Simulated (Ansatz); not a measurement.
Geometry optimisation, RKS revPBE/def2-SVP in Ansatz 0.2.0.

input.yaml

```yaml
crystal:
  periodic: [false, false, false]
  atoms:
    - { symbol: W, position_ang: [0.0, 0.0, 0.0] }
    - { symbol: F, position_ang: [0.0, 0.0, 1.85] }
    - { symbol: Cl, position_ang: [2.39, 0.0, 0.0] }
    - { symbol: H, position_ang: [0.0, 1.72, 0.0] }
    - { symbol: H, position_ang: [-1.72, 0.0, 0.0] }
    - { symbol: H, position_ang: [0.0, -1.72, 0.0] }
    - { symbol: H, position_ang: [0.0, 0.0, -1.72] }
basis:
  gaussian: { orbitals: def2-SVP }
hamiltonian:
  xc: revpbe
relax:
  f_tol: 0.02
  max_steps: 40
```

Launched with:

```bash
$ ansatz run input.yaml --threads 1 --pin off --max-ram 2048MiB --backend cpu --events-out ev --progress --plain --runs-dir out
```

Where does it end, and by what steps?

The run converged. After 10 steps the energy has fallen by 3.881 eV; W1 moved furthest, 0.52 Å.

```
step  energy less start (eV)  largest force component (eV/Å)  accepted
   0                  0.0000                           5.695       yes
   1                 -1.6042                           1.641       yes
   2                 -2.6160                           2.543       yes
   3                 -3.4831                           1.734       yes
   4                 -3.8293                           0.839       yes
   5                 -3.8737                           0.155       yes
   6                 -3.8796                           0.065       yes
   7                 -3.8800                           0.056       yes
   8                 -3.8805                           0.073       yes
   9                 -3.8809                           0.034       yes
  10                 -3.8809                           0.003       yes
```

```xyz
7
Properties=species:S:1:pos:R:3
W 0.375 0.000 0.366
F -0.446 0.000 2.081
Cl 2.516 0.000 -0.488
H -0.296 1.428 -0.208
H -1.232 0.000 -0.122
H -0.296 -1.428 -0.208
H 0.049 0.000 -1.291
```

Whether the end is a true minimum wasn't checked by a vibrational analysis.

The run took 50 s on 1 thread of Arm Neoverse V1, with other jobs on the host, peak memory 0.16 GiB.
